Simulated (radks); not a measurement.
The numbers below are computed, except where a source is named.
Polarisability of the boron ion B2+, [He] 2s1, at imaginary frequency. Code: a radial shooting solver on a logarithmic mesh with Libxc functionals. Model: scalar-relativistic Kohn-Sham, LDA (Slater exchange, VWN5 correlation), spin-polarised, spherical densities, finite nucleus; open shells are filled with parallel spins first; Fermi nuclear charge, rms radius 2.406 fm. Response by self-consistent Sternheimer equations with the Hartree and adiabatic LDA kernel, the relativistic mass of each level held fixed and spin-orbit coupling left out.

w (hartree)  alpha1(iw) (bohr^3)  alpha2(iw) (bohr^5)
0.00266                    6.800                7.640
0.0143                     6.777                7.638
0.0360                     6.653                7.628
0.0697                     6.280                7.593
0.118                      5.502                7.505
0.186                      4.320                7.314
0.280                      3.009                6.938
0.413                      1.905                6.264
0.605                      1.136                5.200
0.892                     0.6511                3.793
1.35                      0.3552                2.323
2.12                      0.1795                1.155
3.59                     0.08164               0.4509
6.94                     0.03154               0.1286
17.5                    0.007521              0.02126

Static values: alpha1 = 6.801 bohr^3 (1.008 angstrom^3; uncoupled 8.043), alpha2 = 7.640 bohr^5, alpha3 = 32.10 bohr^7. C6 = 8.832, C8 = 79.42, triple-dipole C9 = 43.81 atomic units. One-pole (London) frequency 4 C6 / (3 alpha1^2) = 0.255 hartree, against 1.190 for minus the highest occupied eigenvalue.
